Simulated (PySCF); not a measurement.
Structure with atom numbers: `[CH:1]#[C:2][C@@H:3]1[C:4](=[CH2:5])/[C:6](=[CH:7]\[F:8])[C@H:9]1[F:10]` (H(Xn): hydrogen on atom n). Ha(C5) is cis to C3; Hb(C5) is trans to C3.

Level of theory: shieldings: GIAO PBE0/pcSseg-1, geometry: GFN2-xTB, in PySCF 2.14.0 with density-fitted response routines (non-relativistic Hamiltonian, gas phase, one computed conformer).

List the cross peaks expected in HSQC, COSY and HMBC spectra.

## Answers



HSQC (one-bond C–H):
```tsv
δH	δC
7.21 (H(C7))	158.9 (C7)
6.08 (Hb(C5))	122.4 (C5)
5.90 (Ha(C5))	122.4 (C5)
5.57 (H(C9))	94.7 (C9)
3.72 (H(C3))	42.1 (C3)
1.81 (H(C1))	79.3 (C1)
```

COSY cross peaks (H two or three bonds apart, from the bond graph; peaks can be absent where the dihedral angle is near 90°):
```tsv
δH	δH
6.08 (Hb(C5))	5.90 (Ha(C5))
5.57 (H(C9))	3.72 (H(C3))
```

HMBC (two and three bonds, from the bond graph):
```tsv
δH	δC
7.21 (H(C7))	144.8 (C4), 129.2 (C6), 94.7 (C9)
6.08 (Hb(C5))	144.8 (C4), 129.2 (C6), 42.1 (C3)
5.90 (Ha(C5))	144.8 (C4), 129.2 (C6), 42.1 (C3)
5.57 (H(C9))	158.9 (C7), 144.8 (C4), 129.2 (C6), 86.8 (C2), 42.1 (C3)
3.72 (H(C3))	144.8 (C4), 129.2 (C6), 122.4 (C5), 94.7 (C9), 86.8 (C2), 79.3 (C1)
1.81 (H(C1))	86.8 (C2), 42.1 (C3)
```

Chemical shifts δ = σref − σ; TMS for ¹H (31.72 ppm), ¹³C (186.93 ppm), all at this level.

Shifts are as computed. Against solution values, carbons near 30 ppm lie about +3 ppm off and those near 130 ppm about +5 ppm. Of 1211 compounds with measured shifts, 218 miss one by over three times the rms of a fit or turn the order of signals round; such compounds aren't used in these exercises.
